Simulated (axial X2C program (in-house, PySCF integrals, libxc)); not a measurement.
## What spin–orbit coupling does to LiTl

Calculated with an in-house relativistic program for diatomic molecules. Spin-free means the one-electron spin-free X2C Hamiltonian; two-component (2c) means X2C with spin–orbit coupling and atomic mean-field two-electron Coulomb and Gaunt terms, so the difference of the two also holds small scalar two-electron terms. Basis: Tl dyall-cv3z [12s14p10d7f1g], Li dyall-cv3z [7s8p2d] (cores contracted in-house); Gaussian nuclei, density fitting, unrestricted open shells. Masses: Tl 204.974 u, Li 7.016 u.

Spin-free state: M_S = 0, Λ = 0 (closed shell); fragments Tl + Li.

```csv
level,Re (Å),ωe (cm⁻¹),De (eV),μ (D)
PBE0,3.021,254.1,0.871,1.36
HF,3.073,254.6,0.101,2.10
MP2,3.006,261.3,0.751,n/a
CCSD,3.030,253.8,0.922,n/a
CCSD(T),3.027,250.2,0.969,n/a
LDA,2.962,257.8,1.199,1.51
```

Correlated methods: 14 electrons correlated (number of frozen shells: Tl 5 s, 4 p, 2 d, 1 f; Li 1 s), 248 virtual spin orbitals or spinors in MP2, 90 natural virtuals in coupled cluster.

Dipoles are positive if Li is the positive end.

Two-component determinant lowest at the distance of the search:

Ω = 0 (closed shell); fragments Tl + Li.

```json
{"level": "PBE0", "Re (Å)": "2.894", "ωe (cm⁻¹)": "245.3", "De (eV)": "0.646", "μ (D)": "2.88"}
{"level": "HF", "Re (Å)": "2.899", "ωe (cm⁻¹)": "253.4", "De (eV)": "-0.176", "μ (D)": "4.30"}
{"level": "MP2", "Re (Å)": "2.872", "ωe (cm⁻¹)": "252.0", "De (eV)": "0.508", "μ (D)": "n/a"}
{"level": "CCSD", "Re (Å)": "2.910", "ωe (cm⁻¹)": "243.1", "De (eV)": "0.598", "μ (D)": "n/a"}
{"level": "CCSD(T)", "Re (Å)": "2.915", "ωe (cm⁻¹)": "237.0", "De (eV)": "0.658", "μ (D)": "n/a"}
{"level": "LDA", "Re (Å)": "2.817", "ωe (cm⁻¹)": "246.8", "De (eV)": "1.005", "μ (D)": "3.00"}
```

(1) From the two tables, how do the constants change at the CCSD(T) level (2c against spin-free)?

Occupations by symmetry block were frozen at the best pattern of an incomplete PBE0 search. Closed shells are restricted here (equal orbitals for both partners); the stretched side of such a curve lies too high. De is counted from the lowest determinant-based energies of the atoms at the same level, without counterpoise correction. CCSD and (T) use frozen natural virtuals with an MP2 correction for the truncation; (T) itself is uncorrected, so its De runs slightly low. Other states lie close and PBE0, whose exact exchange favours high spin, may order them wrongly; the determinant shown need not be the ground state. The nearest other spin-free determinant of the search, M_S = 1, Λ = 1, lies 0.25 eV up at the distance of the search. Without a current term, density functionals place determinants with orbital angular momentum somewhat too high.

## Answers

(1) At the CCSD(T) level Re drops by 0.112 Å and ωe drops by 13.2 cm⁻¹; De changes by -0.311 eV.
